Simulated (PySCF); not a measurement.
## B3LYP on Tl (thallium, neutral)

Configuration: [Xe] 4f14 5d10 6s2 6p1, 2P determinant. Computed with PySCF 2.14 in aug-cc-pwCVTZ-DK3 (11s10p8d5f1g, 125 functions), with the spin-free X2C one-electron Hamiltonian (Gaussian nucleus).

```json
{
 "Total energy": "-20248.10 hartree",
 "One-electron energy": "-27718.87 hartree",
 "Hartree (Coulomb) energy": "7858.26 hartree",
 "Exchange-correlation energy": "-387.49 hartree",
 "⟨S²⟩": "0.7513",
 "⟨L²⟩": "2.005",
 "Sum of ⟨r⟩": "48.30 bohr",
 "Sum of ⟨r²⟩": "70.68 bohr²",
 "Traceless quadrupole moment −½Σ⟨3z² − r²⟩ along its main axis": "-6.74 e·bohr²",
 "Langevin diamagnetic susceptibility": "-56.0 ×10⁻⁶ cm³/mol",
 "Time after the integrals": "of the order of 11 core-seconds"
}
```

```json
{"shell": "1s α", "electrons": "1", "mean orbital energy (eV)": "-85393.1", "spread (eV)": "0", "rms radius, mean of both spins (bohr)": "0.0184"}
{"shell": "1s β", "electrons": "1", "mean orbital energy (eV)": "-85393.1", "spread (eV)": "0", "rms radius, mean of both spins (bohr)": "0.0184"}
{"shell": "2s α", "electrons": "1", "mean orbital energy (eV)": "-15237.3", "spread (eV)": "0", "rms radius, mean of both spins (bohr)": "0.0743"}
{"shell": "2s β", "electrons": "1", "mean orbital energy (eV)": "-15237.3", "spread (eV)": "0", "rms radius, mean of both spins (bohr)": "0.0743"}
{"shell": "2p α", "electrons": "3", "mean orbital energy (eV)": "-13175.1", "spread (eV)": "0.013", "rms radius, mean of both spins (bohr)": "0.0683"}
{"shell": "2p β", "electrons": "3", "mean orbital energy (eV)": "-13175.1", "spread (eV)": "0.025", "rms radius, mean of both spins (bohr)": "0.0683"}
{"shell": "3s α", "electrons": "1", "mean orbital energy (eV)": "-3653.1", "spread (eV)": "0", "rms radius, mean of both spins (bohr)": "0.190"}
{"shell": "3s β", "electrons": "1", "mean orbital energy (eV)": "-3653.1", "spread (eV)": "0", "rms radius, mean of both spins (bohr)": "0.190"}
{"shell": "3p α", "electrons": "3", "mean orbital energy (eV)": "-3054.0", "spread (eV)": "0.038", "rms radius, mean of both spins (bohr)": "0.192"}
{"shell": "3p β", "electrons": "3", "mean orbital energy (eV)": "-3054.0", "spread (eV)": "0.053", "rms radius, mean of both spins (bohr)": "0.192"}
{"shell": "3d α", "electrons": "5", "mean orbital energy (eV)": "-2402.2", "spread (eV)": "0.039", "rms radius, mean of both spins (bohr)": "0.176"}
{"shell": "3d β", "electrons": "5", "mean orbital energy (eV)": "-2402.2", "spread (eV)": "0.047", "rms radius, mean of both spins (bohr)": "0.176"}
{"shell": "4s α", "electrons": "1", "mean orbital energy (eV)": "-823.01", "spread (eV)": "0", "rms radius, mean of both spins (bohr)": "0.416"}
{"shell": "4s β", "electrons": "1", "mean orbital energy (eV)": "-823.00", "spread (eV)": "0", "rms radius, mean of both spins (bohr)": "0.416"}
{"shell": "4p α", "electrons": "3", "mean orbital energy (eV)": "-624.56", "spread (eV)": "0.080", "rms radius, mean of both spins (bohr)": "0.444"}
{"shell": "4p β", "electrons": "3", "mean orbital energy (eV)": "-624.55", "spread (eV)": "0.106", "rms radius, mean of both spins (bohr)": "0.444"}
{"shell": "4d α", "electrons": "5", "mean orbital energy (eV)": "-383.23", "spread (eV)": "0.089", "rms radius, mean of both spins (bohr)": "0.473"}
{"shell": "4d β", "electrons": "5", "mean orbital energy (eV)": "-383.23", "spread (eV)": "0.106", "rms radius, mean of both spins (bohr)": "0.473"}
{"shell": "5s α", "electrons": "1", "mean orbital energy (eV)": "-135.16", "spread (eV)": "0", "rms radius, mean of both spins (bohr)": "0.932"}
{"shell": "5s β", "electrons": "1", "mean orbital energy (eV)": "-135.14", "spread (eV)": "0", "rms radius, mean of both spins (bohr)": "0.932"}
{"shell": "4f α", "electrons": "7", "mean orbital energy (eV)": "-119.36", "spread (eV)": "0.100", "rms radius, mean of both spins (bohr)": "0.512"}
{"shell": "4f β", "electrons": "7", "mean orbital energy (eV)": "-119.35", "spread (eV)": "0.119", "rms radius, mean of both spins (bohr)": "0.512"}
{"shell": "5p α", "electrons": "3", "mean orbital energy (eV)": "-80.097", "spread (eV)": "0.190", "rms radius, mean of both spins (bohr)": "1.07"}
{"shell": "5p β", "electrons": "3", "mean orbital energy (eV)": "-80.077", "spread (eV)": "0.258", "rms radius, mean of both spins (bohr)": "1.07"}
{"shell": "5d α", "electrons": "5", "mean orbital energy (eV)": "-17.093", "spread (eV)": "0.257", "rms radius, mean of both spins (bohr)": "1.51"}
{"shell": "5d β", "electrons": "5", "mean orbital energy (eV)": "-17.023", "spread (eV)": "0.366", "rms radius, mean of both spins (bohr)": "1.51"}
{"shell": "6s α", "electrons": "1", "mean orbital energy (eV)": "-10.524", "spread (eV)": "0", "rms radius, mean of both spins (bohr)": "2.67"}
{"shell": "6s β", "electrons": "1", "mean orbital energy (eV)": "-10.028", "spread (eV)": "0", "rms radius, mean of both spins (bohr)": "2.67"}
{"shell": "6p α", "electrons": "1", "mean orbital energy (eV)": "-3.246", "spread (eV)": "0", "rms radius, mean of both spins (bohr)": "4.13"}
```

Spin-orbit coupling, absent here, splits the open shell strongly.

Densities and radii are taken from the X2C orbitals without a picture-change correction, which distorts them close to the nucleus.
